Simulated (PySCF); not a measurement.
SbCl2, SMILES [Sb+]([Cl])[Cl] (connectivity only; charge and spin as stated), charge +1, multiplicity 1.

Geometry optimised at ωB97X-D3(BJ)/def2-TZVP. The multiplicity is an assumed one; other spin states were not compared. The isomer is the one that the SMILES or the coordinates give; other isomers of the formula were not compared. The def2 effective core potentials stand for the cores of Sb; spin–orbit coupling is left out.

Method: PBE0/def2-TZVPD (PySCF).

Symmetry labels are those of the subgroup C2v that the program uses (full group C2v).

Problem. List the valence orbital energies around the gap with their symmetry. (An estimate is asked for; the answer gives what the named calculation found.)

Solution. 
```csv
orbital,symmetry,energy (eV)
HOMO−7,B2,-28.91
HOMO−6,A1,-22.03
HOMO−5,B2,-17.54
HOMO−4,A1,-16.55
HOMO−3,B1,-16.27
HOMO−2,A2,-15.38
HOMO−1,B2,-15.06
HOMO,A1,-14.92
LUMO,B1,-10.18
LUMO+1,B2,-7.09
LUMO+2,A1,-6.89
LUMO+3,A1,-4.08
```
